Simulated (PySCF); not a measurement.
## Bond length, frequency and bond energy of TlGa⁺ by level of theory

State: ²Σ⁺ (doublet), unpaired electrons σ ↑. Set-up: Tl def2-SVP with ECP60, Ga def2-SVP; scalar-relativistic core potentials (PySCF 2.14). De refers to Tl + Ga⁺ in their high-spin ground configurations, without counterpoise correction. The functionals are run spin-unrestricted. A positive dipole points towards Ga; it is taken about the centre of mass and depends on that origin.

```json
{"Level": "UHF", "Re (Å)": "3.568", "ωe (cm⁻¹)": "68.3", "De (eV)": "n/a", "μ (D)": "2.58"}
{"Level": "UHF-MP2", "Re (Å)": "3.438", "ωe (cm⁻¹)": "75.1", "De (eV)": "n/a", "μ (D)": "n/a"}
{"Level": "UHF-SCS-MP2", "Re (Å)": "3.476", "ωe (cm⁻¹)": "72.7", "De (eV)": "n/a", "μ (D)": "n/a"}
{"Level": "LDA", "Re (Å)": "3.377", "ωe (cm⁻¹)": "74.2", "De (eV)": "n/a", "μ (D)": "3.14"}
{"Level": "PBE", "Re (Å)": "3.526", "ωe (cm⁻¹)": "66.2", "De (eV)": "n/a", "μ (D)": "3.04"}
{"Level": "BLYP", "Re (Å)": "3.640", "ωe (cm⁻¹)": "59.2", "De (eV)": "n/a", "μ (D)": "3.21"}
{"Level": "TPSS", "Re (Å)": "3.509", "ωe (cm⁻¹)": "66.3", "De (eV)": "n/a", "μ (D)": "2.87"}
{"Level": "r²SCAN", "Re (Å)": "3.461", "ωe (cm⁻¹)": "70.2", "De (eV)": "n/a", "μ (D)": "2.89"}
{"Level": "PBE0", "Re (Å)": "3.461", "ωe (cm⁻¹)": "71.9", "De (eV)": "n/a", "μ (D)": "2.91"}
{"Level": "LC-ωPBE", "Re (Å)": "3.329", "ωe (cm⁻¹)": "84.2", "De (eV)": "n/a", "μ (D)": "2.65"}
```

(1) What does a quarter of exact exchange do here, going from PBE to PBE0?

(2) What does the step from GGA to meta-GGA do here, going from PBE to r²SCAN?

(3) What does the gradient correction do here, going from LDA to PBE?

Correlated steps freeze 13 core orbitals. These are scalar-relativistic numbers at best; spin–orbit coupling would shift them, the dissociation energy most. The state is the lowest determinant that a PBE0 search found; another state may lie lower at other levels.

The whole job (state search and all levels along the bond) took about 2.4 min on 1 thread of Intel Xeon Platinum 8259CL @ 2.50GHz (shared host), peak memory 0.85 GiB.

## Answers

(1) PBE0 less PBE: -6.5 pm in Re, +8.6 % in ωe. Exact exchange removes part of the self-interaction that spreads semilocal densities, and in most molecules shortens and stiffens the bond and lowers De; so it does here.

(2) r²SCAN less PBE: -6.5 pm in Re, +6.0 % in ωe. 

(3) PBE less LDA: +14.9 pm in Re, -10.8 % in ωe. The gradient correction favours the more uneven density of free atoms, so it tends to lengthen bonds and takes away much of the overbinding of LDA; so it does here.
